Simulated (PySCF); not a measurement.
# Broadened absorption spectrum of C7H12BN

Species: C7H12BN.
SMILES: `C#CB(N)C1CCCC1`

Method used: PySCF, TDDFT PBE0/def2-SVPD, vertical, gas phase, core orbitals frozen in the response. One conformer (not necessarily the lowest) at the PBE0-D3(BJ)/def2-SVP geometry, without solvent, vibrations or thermal averaging.

Broadening: Gaussians 0.25 eV wide at half height, area fixed by f = 4.319×10⁻⁹ ∫ε dν̃. The width is an assumption, not a result. The curve ends short of the highest state used, and states not computed would add to its high-energy end.

| λ (nm) | ε (L mol⁻¹ cm⁻¹) |
| --- | --- |
| 173.1 | 23025 |
| 176.4 | 11117 |
| 179.6 | 1653 |
| 182.9 | 357 |
| 186.1 | 420 |
| 189.3 | 213 |
| 192.6 | 50 |
| 195.8 | 190 |
| 199.1 | 1631 |
| 202.3 | 5156 |
| 205.6 | 6891 |
| 208.8 | 4140 |
| 212.1 | 1166 |
| 215.3 | 178 |
| 218.6 | 14 |
| 221.8 | 5 |
| 225.1 | 14 |
| 228.3 | 26 |
| 231.6 | 28 |
| 234.8 | 19 |
| 238.1 | 8 |
| 241.3 | 2 |
| 244.6 | 0 |
| 247.8 | 0 |

Question: Locate the maxima and give the states behind the curve.

Answer: 231 nm (5.38 eV), ε about 29, made up of S1 (100%); 205 nm (6.05 eV), ε about 7000, made up of S2 (100%); 185 nm (6.69 eV), ε about 430, made up of S3 (16%) and S4 (83%) (ε in L mol⁻¹ cm⁻¹; maxima over ε = 5, shares over 10%). At its high-energy end, 7.16 eV, the curve is still rising (ε about 23000, from S6, S8 and S9). The states used: S1 5.38 eV (f 0.0003); S2 6.05 eV (f 0.065); S3 6.61 eV (f 0.0008); S4 6.70 eV (f 0.0033); S5 7.11 eV (f 0.0028); S6 7.12 eV (f 0.096); S7 7.16 eV (f 0.0023); S8 7.20 eV (f 0.096); S9 7.21 eV (f 0.032); S10 7.76 eV (f 0.067).

Question: On this curve, what absorbance would a 10⁻⁴ mol/L sample give at 222 nm over a 1 cm path?

Answer: 222 nm is 5.585 eV, where ε is about 4.9 L mol⁻¹ cm⁻¹, so A = ε c l ≈ 0.00049 (Beer–Lambert, with the gas-phase spectrum and the assumed width).

Question: Coming from long wavelengths, where does ε first pass 100 L mol⁻¹ cm⁻¹?

Answer: At about 216 nm (5.74 eV), 0.36 eV above S1.

Question: What would ε be at 6.05 eV, the highest of these maxima, with half the width (0.125 eV)?

Answer: About 13900 L mol⁻¹ cm⁻¹ against 6970, a factor of about 2.00; a lone state at its own centre would give exactly 2.
